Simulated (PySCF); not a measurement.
## HIrN, doublet: computed properties

Computed with UPBE0/[Ir def2-TZVP with ECP60, N def2-TZVP, H def2-TZVP], scalar-relativistic core potentials, density fitting, no spin–orbit coupling, PySCF.

The structure is a minimum.

- Point group: Cs
- Bond lengths: Ir–H 1.582 Å, Ir–N 1.624 Å
- Bond angles: H–Ir–N 106.1°
- Entropy at 298.15 K and 1 bar (electronic part: spin only): 264.8 J/(mol K)
- Zero-point energy: 24.0 kJ/mol
- Heat capacity Cp at 298.15 K: 38.4 J/(mol K)
- Enthalpy at 298.15 K above 0 K: 10.35 kJ/mol
- Spin squared ⟨S²⟩: 0.761
- Rotational constants: 7.345, 0.4849, 0.4549 cm⁻¹
- Dipole moment: 2.04 D
- Atomisation energy without zero-point energy: 772 kJ/mol
- Highest occupied level (α): -6.60 eV
- Principal quadrupole moments (Buckingham, traceless) about the centre of mass: -0.94, -0.04, 0.97 D Å
- Lowest empty level (α): -3.31 eV
- Principal polarisabilities: 41.4, 41.6, 51.0 bohr³
- Rotational symmetry number: 1

Harmonic modes (masses in u: Ir 192.963, N 14.003, H 1.008):
```
symmetry  ω (cm⁻¹)  IR (km/mol)  μ (u)     type
      a'       632         27.1   1.10     bend
      a'      1135         43.9  12.05  stretch
      a'      2243         12.9   1.02  stretch
```

Charges (e):
| atom | Mulliken | Löwdin | polar tensor | spin (Mulliken) | Mayer order to Ir1 |
| --- | --- | --- | --- | --- | --- |
| Ir1 | 0.31 | 0.29 | 0.50 | 0.53 | – |
| N2 | -0.26 | -0.21 | -0.40 | 0.46 | 2.71 |
| H3 | -0.05 | -0.08 | -0.10 | 0.01 | 0.96 |

Mulliken populations on Ir1 (electrons outside its core potential): s 3.10, p 6.21, d 7.36, f 0.03.

Outer orbital energies (eV). α occupied: -22.70, -12.40, -11.82, -11.28, -10.80, -8.18, -7.43, -6.60; empty: -3.31, -1.97, -1.14, 0.67. β occupied: -22.01, -11.82, -11.11, -11.10, -10.17, -7.92, -7.28; empty: -3.21, -3.07, -1.70, -0.31.

Only a few start shapes were tried, so a lower isomer may exist. Open d and f shells are described by one determinant, and the ground state may have another occupation or spin. No spin–orbit coupling is included, which matters more the heavier the element.

The final relaxation and frequency run took roughly 80 core-seconds on a shared host.
